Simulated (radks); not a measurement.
The mean radii <r> (bohr) of the occupied orbitals of an atom or ion are listed with their occupations. Method: scalar-relativistic Kohn-Sham, BLYP, spin-polarised, spherical densities, finite nucleus; Fermi nuclear charge, rms radius of each element as measured or else 0.836 A^(1/3) + 0.57 fm; computed with a radial shooting solver on a logarithmic mesh with Libxc functionals.

orbital  occ.      <r>
1s down     1  0.05845
1s up       1  0.05845
2s up       1   0.2672
2s down     1   0.2668
2p up       3   0.2357
2p down     3   0.2353
3s up       1   0.8102
3s down     1   0.8135
3p up       3   0.8559
3p down     3   0.8621
3d up       5    1.066
3d down     1    1.125

Name the element and its charge. Open shells, if any, are filled with parallel spins first.

Answer. Z = 26, iron, charge +2: Fe2+ in [Ar] 3d6. The 1s radius gives Z: for a bare nucleus <r> = (2 gamma + 1)/(2Z) with gamma = sqrt(1 - (Z/c)^2), 0.05699 bohr for Z = 26, and screening makes it slightly larger (0.05845 here). The occupations add up to 24, and the charge is Z minus that.
